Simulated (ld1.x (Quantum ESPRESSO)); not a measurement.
# Configuration tests for Er (TM)

* Element: Er
* Generator: ld1.x (Quantum ESPRESSO) 7.5
* Type: norm-conserving Troullier–Martins (Kleinman–Bylander form)
* Functional: LDA (PZ)
* Relativity: fully relativistic
* Frozen core: [Kr] 4d10 5s2
* Valence charge: 20
* Reference configuration: 4f12 5p6 5d0.5 6s1.5 6p0
* Partial waves: 5p (bound): rc 2.15 bohr; 5d (bound): rc 3.40 bohr; 4f (bound): rc 1.35 bohr; 6s (bound): rc 2.60 bohr
* Local potential: the s channel
* Core correction: none

Open shells are filled in proportion to 2j + 1 (rel_dist='average').

Energies are relative to the spin-unpolarised reference configuration 4f12 5p6 5d0.5 6s1.5 6p0; without spin polarisation the order of configurations can differ from experiment. The frozen-core shift is the all-electron ΔE with the core orbitals held at their reference shape minus the fully relaxed ΔE.

```
valence configuration  charge  ΔE all-electron (eV)  error AE − PS (meV)  frozen-core shift (meV)
 4f12 5p6 5d0 6s2 6p0       0                -1.466                 +0.8                      n/a
 4f12 5p6 5d0 6s0 6p0      +2                17.311                 -2.6                     +3.1
 4f10 5p6 5d0 6s0 6p0      +4                89.664                -4078                    +1010
 4f12 5p6 5d0 6s0 6p1      +1                 8.861                 -509                     +1.5
 4f11 5p6 5d0 6s0 6p0      +3                43.771                 -950                     +189
 4f12 5p6 5d0 6s0 6p2       0                 4.540                 -685                     +1.1
```

What are ΔE and the potential's error for 4f12 5p6 5d0 6s1 6p0?

ΔE = 5.142 eV all-electron; the error (AE − PS) is +5.0 meV.

Levels in the configuration 4f12 5p6 5d0 6s0 6p2:

```
   level  all-electron (eV)  pseudo (eV)
4f j=5/2             -6.832       -7.500
4f j=7/2             -5.744       -6.414
5p j=1/2            -33.323      -34.063
5p j=3/2            -27.895      -28.636
6p j=1/2             -2.600       -2.436
6p j=3/2             -2.269       -2.251
```

These tests converged, but a pseudo level misses the all-electron one widely, so the file describes the atom poorly there or has found another state: 4f10 5p6 5d0 6s0 6p0: 4f by 4.1 eV (a node warning on the way); 4f11 5p6 5d0 6s0 6p0: empty 6p by 2.1 eV.
